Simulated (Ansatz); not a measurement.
Geometry optimisation, RKS PBE/def2-SVP in Ansatz 0.2.0.

Input file:

```yaml
crystal:
  periodic: [false, false, false]
  atoms:
    - { symbol: Ge, position_ang: [0.0, 0.0, 0.0] }
    - { symbol: Cl, position_ang: [0.0, 0.0, 2.22] }
    - { symbol: O, position_ang: [1.6691, 0.0, -0.5894] }
    - { symbol: H, position_ang: [1.9855, -0.9521, -0.7061] }
    - { symbol: H, position_ang: [-0.73, 1.2648, -0.5162] }
    - { symbol: O, position_ang: [-0.8337, -1.4443, -0.5894] }
    - { symbol: H, position_ang: [-1.2883, -1.91, 0.183] }
basis:
  gaussian: { orbitals: def2-SVP }
hamiltonian:
  xc: pbe
relax:
  f_tol: 0.02
  max_steps: 40
```

Run as:

```bash
$ ansatz run input.yaml --threads 1 --pin off --max-ram 2048MiB --backend cpu --events-out ev --progress --plain --runs-dir out
```

Q: Where does it end, and by what steps?

A: The forces met the threshold. After 6 steps the energy has fallen by 0.093 eV; H4 moved furthest, 0.14 Å.

```csv
step,energy less start (eV),largest force component (eV/Å),accepted
0,0.0000,1.355,yes
1,-0.0797,0.584,yes
2,-0.0902,0.192,yes
3,-0.0914,0.053,yes
4,-0.0918,0.144,yes
5,-0.0929,0.061,yes
6,-0.0932,0.005,yes
```

```xyz
7
Properties=species:S:1:pos:R:3
Ge -0.026 0.007 -0.027
Cl -0.006 -0.076 2.159
O 1.620 -0.015 -0.697
H 2.034 -0.892 -0.584
H -0.663 1.320 -0.510
O -0.887 -1.466 -0.557
H -1.270 -1.920 0.218
```

Whether the end is a true minimum wasn't checked by a vibrational analysis.

Run time: 20 s on 1 thread of Arm Neoverse V1, with other jobs on the host, peak memory 0.13 GiB.
